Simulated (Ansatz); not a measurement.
Input for Ansatz (a first-principles code): U-PBE/cc-pV(T+d)Z on FH3Si (SMILES F[SiH3]), a point of a bond scan (R = 1.446 Å). Files ending in .json are basis or fitting sets from the Basis Set Exchange.

Ansatz 0.2 input:
```yaml
crystal:
  periodic: [false, false, false]
  atoms:
    - {symbol: F, position_ang: [0.93163324, -0.01461869, -0.14544004]}
    - {symbol: Si, position_ang: [-0.49646928, 0.00779033, 0.07750530]}
    - {symbol: H, position_ang: [-0.94494949, 1.41511357, 0.06667951]}
    - {symbol: H, position_ang: [-0.77052837, -0.61593767, 1.38810265]}
    - {symbol: H, position_ang: [-1.14675391, -0.75426329, -1.00795064]}
basis:
  gaussian:
    orbitals: cc-pV_T+d_Z.json
hamiltonian:
  xc: {name: PBE}
magnetization: {spin_polarized: true, initial_magnetization: 0}
```

It printed:

```
WARN ansatz: RAYON_NUM_THREADS=2 ignored (pool sized by the plan → 2); use --threads N
Functional definition: PBE
integrals: 0.03 GiB planned
624 factors; their error is unknown
mean field: 0.32 GiB planned
mean field evaluation 1: about -10636.6530 eV, gradient 2.5e1 eV
mean field evaluation 2: about -10633.8778 eV, gradient 4.3e1 eV
mean field evaluation 4: about -10638.5595 eV, gradient 6.4e-1 eV
mean field evaluation 8: about -10638.5426 eV, gradient 6.0e-2 eV
mean field -10638.54258888 eV, -390.9592290781 hartree, gradient 2.9e-5 eV, S^2 0.000000; 0 other end points of the search recorded, 0 dependent functions left out
reference -10638.54261868 eV, -390.9592301732 hartree; 13, 13 occupied and 98, 98 virtual orbitals, 624 factors
Total energy: -10638.54261868 eV, -390.9592301732 hartree
```

The run converged.

Cost: about 1.3 core-seconds (a rough figure).
